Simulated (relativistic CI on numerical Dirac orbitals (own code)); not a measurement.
Ligand-field terms of d8

Computed with a parametric ligand-field model of a d^n configuration (Racah B and C, spin-orbit zeta, crystal field), exact diagonalisation.

Field parameters in Wybourne normalisation: Oh B⁴₀ = 21Dq, B⁴₄ = √(5/14) B⁴₀. The field is a parameter set, without covalency.

Task: Ground term and bands for B = 870, C = 4080, ζ = 0 cm⁻¹, Oh, 10Dq = 25230 cm⁻¹?

Result: Ground term 3A2 with 2.00 electrons in the two orbitals of the cubic e set. Spin-allowed: 3T2 25230 cm⁻¹ (396 nm), 3T1 34224 cm⁻¹ (292 nm), 3T1 54516 cm⁻¹ (183 nm). Lowest spin-forbidden: 1E 14944 cm⁻¹ (669 nm), 1A1 26835 cm⁻¹ (373 nm), 1T2 40007 cm⁻¹ (250 nm). With an A2 ground term the first spin-allowed band lies at |10Dq| itself.

Task: Ground term and bands for B = 870, C = 4080, ζ = 0 cm⁻¹, Oh, 10Dq = 28710 cm⁻¹?

Result: Ground term 3A2 with 2.00 electrons in the two orbitals of the cubic e set. Spin-allowed: 3T2 28710 cm⁻¹ (348 nm), 3T1 37918 cm⁻¹ (264 nm), 3T1 61262 cm⁻¹ (163 nm). Lowest spin-forbidden: 1E 14965 cm⁻¹ (668 nm), 1A1 27175 cm⁻¹ (368 nm), 1T2 43526 cm⁻¹ (230 nm). With an A2 ground term the first spin-allowed band lies at |10Dq| itself.

Task: Ground term and bands for B = 870, C = 4080, ζ = 0 cm⁻¹, Oh, 10Dq = 7830 cm⁻¹?

Result: Ground term 3A2 with 2.00 electrons in the two orbitals of the cubic e set. Spin-allowed: 3T2 7830 cm⁻¹ (1277 nm), 3T1 13050 cm⁻¹ (766 nm), 3T1 23490 cm⁻¹ (426 nm). Lowest spin-forbidden: 1E 14588 cm⁻¹ (686 nm), 1T2 22008 cm⁻¹ (454 nm), 1A1 23131 cm⁻¹ (432 nm). With an A2 ground term the first spin-allowed band lies at |10Dq| itself.

Task: Ground term and bands for B = 870, C = 4080, ζ = 0 cm⁻¹, Oh, 10Dq = 21750 cm⁻¹?

Result: Ground term 3A2 with 2.00 electrons in the two orbitals of the cubic e set. Spin-allowed: 3T2 21750 cm⁻¹ (460 nm), 3T1 30450 cm⁻¹ (328 nm), 3T1 47850 cm⁻¹ (209 nm). Lowest spin-forbidden: 1E 14916 cm⁻¹ (670 nm), 1A1 26416 cm⁻¹ (379 nm), 1T2 36475 cm⁻¹ (274 nm). With an A2 ground term the first spin-allowed band lies at |10Dq| itself.

Task: Ground term and bands for B = 870, C = 4080, ζ = 0 cm⁻¹, Oh, 10Dq = 11310 cm⁻¹?

Result: Ground term 3A2 with 2.00 electrons in the two orbitals of the cubic e set. Spin-allowed: 3T2 11310 cm⁻¹ (884 nm), 3T1 17988 cm⁻¹ (556 nm), 3T1 28992 cm⁻¹ (345 nm). Lowest spin-forbidden: 1E 14739 cm⁻¹ (678 nm), 1A1 24324 cm⁻¹ (411 nm), 1T2 25725 cm⁻¹ (389 nm). With an A2 ground term the first spin-allowed band lies at |10Dq| itself.
